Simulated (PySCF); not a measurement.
HMo(OH), quintet: data card

Level of theory: UPBE0/[Mo def2-TZVP with ECP28, H def2-TZVP, O def2-TZVP], scalar-relativistic core potentials, density fitting, no spin–orbit coupling, PySCF.

The structure is a saddle point with 1 imaginary mode.

```json
{
 "Point group": "Cs",
 "Bond lengths": "Mo–H 1.812 Å, Mo–O 1.917 Å, O–H 0.960 Å",
 "Bond angles": "H–Mo–O 178.0°, H–O–Mo 138.0°",
 "Rotational constants": "45.44, 0.2785, 0.2768 cm⁻¹",
 "Highest occupied level (α)": "-6.33 eV",
 "Principal polarisabilities": "47.7, 51.2, 58.3 bohr³",
 "Lowest empty level (α)": "-3.40 eV",
 "Principal quadrupole moments (Buckingham, traceless) about the centre of mass": "-7.85, 3.22, 4.63 D Å",
 "Atomisation energy without zero-point energy": "967 kJ/mol",
 "Spin squared ⟨S²⟩": "6.030",
 "Dipole moment": "2.48 D",
 "Zero-point energy (real modes)": "41.1 kJ/mol"
}
```

Harmonic modes (masses in u: Mo 97.905, H 1.008, O 15.995):
| symmetry | ω (cm⁻¹) | IR (km/mol) |
| --- | --- | --- |
| a'' | 636i | – |
| a' | 257 | 47.8 |
| a' | 394 | 138 |
| a' | 653 | 149 |
| a' | 1694 | 337 |
| a' | 3879 | 104 |

Charges (e):
```json
{"atom": "Mo1", "Mulliken": "0.58", "Löwdin": "0.42", "polar tensor": "1.03", "spin (Mulliken)": "4.18", "Mayer order to Mo1": "–"}
{"atom": "H2", "Mulliken": "-0.17", "Löwdin": "-0.20", "polar tensor": "-0.43", "spin (Mulliken)": "-0.11", "Mayer order to Mo1": "0.92"}
{"atom": "O3", "Mulliken": "-0.75", "Löwdin": "-0.37", "polar tensor": "-0.89", "spin (Mulliken)": "-0.08", "Mayer order to Mo1": "0.92"}
{"atom": "H4", "Mulliken": "0.34", "Löwdin": "0.16", "polar tensor": "0.29", "spin (Mulliken)": "0.01", "Mayer order to Mo1": "0.02"}
```
Other Mayer orders above 0.3: O–H 0.88.

Mulliken populations on Mo1 (electrons outside its core potential): s 2.86, p 6.26, d 4.28, f 0.02.

Outer orbital energies (eV). α occupied: -14.41, -10.58, -9.77, -7.72, -7.54, -7.45, -6.61, -6.33; empty: -3.40, -0.55, -0.51, 0.20. β occupied: -27.35, -14.18, -9.98, -9.97, -7.36; empty: -2.18, -1.82, -1.44, -1.38.

Only a few start shapes were tried, so a lower isomer may exist. Open d and f shells are described by one determinant, and the ground state may have another occupation or spin. At this level a quintet minimum of C1 symmetry lies 72 kJ/mol below this structure.

The final relaxation and frequency run took 55 s on 2 threads of a shared Arm Neoverse V1 host, with 83 basis functions and 18 gradients; the process peaked at 1 GiB. Launch command: `OMP_NUM_THREADS=2 python axn.py task.json out`.
